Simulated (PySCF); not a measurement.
NMR data sheet: 2-methyl-1-fluorobenzene

* Formula: C7H7F
* SMILES: Cc1ccccc1F
* InChI: InChI=1S/C7H7F/c1-6-4-2-3-5-7(6)8/h2-5H,1H3
* Point group of the computed structure: Cs
* Degrees of unsaturation: 4
* Carbon signals: 7
* Proton signals: 5

Structure with atom numbers: `[CH3:1][c:2]1[cH:3][cH:4][cH:5][cH:6][c:7]1[F:8]`; H(Xn) means a hydrogen on atom n.

[PySCF 2.14.0 with density-fitted response routines: shieldings: GIAO B97-2/pcSseg-2; coordinates at the PBE0-D3(BJ)/def2-TZVP level; relativity neglected; a single conformation; one averaged value for each set of equivalent atoms; in vacuum]

Scale: TMS for ¹H (σ = 31.64 ppm), ¹³C (σ = 185.38 ppm); ¹⁹F (σ = 175.98 ppm) against CFCl3 (reference shieldings calculated alike).

```tsv
carbon	δC, type	δH (multiplicity)	HMBC from (2–3 bonds)	span of the C tensor (ppm)
C1	18.9, CH3	2.37 (s)	H(C3)	30
C2	132.9, C	–	H(C3), H(C4), H(C6), H(C1)	194
C3	138.2, CH	7.43 (m)	H(C5), H(C4), H(C1)	210
C4	129.4, CH	7.25 (m)	H(C5), H(C3), H(C6)	228
C5	134.2, CH	7.43 (m)	H(C3), H(C4), H(C6)	228
C6	120.7, CH	7.20 (m)	H(C5), H(C4)	188
C7	172.2, C	–	H(C5), H(C3), H(C6), H(C1)	152
```

Other nuclei:
```tsv
atoms	nucleus	environment	δ (ppm)	σ (ppm)
F8	¹⁹F	aryl fluorine	-118.7	294.7
```

1. Carbon types of the structure: 2 × C, 4 × CH, 1 × CH3, which accounts for all hydrogens.
2. δC 172.2: aromatic carbon bearing fluorine; the electronegative substituent deshields the carbon that carries it.
3. δC 138.2, 134.2, 129.4, 120.7: aromatic CH.
4. δC 132.9: substituted aromatic carbon.
5. δC 18.9: methyl carbon on an aromatic ring; a saturated carbon with 1 carbon neighbour and no heteroatom attached.
6. δH 7.43, 7.43, 7.25, 7.20: hydrogen on an aromatic CH; ring-current deshielding.

Splittings by ¹⁹F in the carbon and heteronuclear signals aren't shown, as no couplings were computed. Shifts are as computed. Against solution values, carbons near 30 ppm lie about +3 ppm off and those near 130 ppm about +7 ppm. Of 1309 compounds with measured shifts, 239 miss one by over three times the rms of a fit or turn the order of signals round; such compounds aren't used in these exercises. Unscaled 19F shifts against computed CFCl3 carry errors that often reach 10 to 50 ppm. Multiplicities follow the n + 1 count of equivalent neighbours, as no J values were calculated; m marks all less simple cases, F and P coupling included.
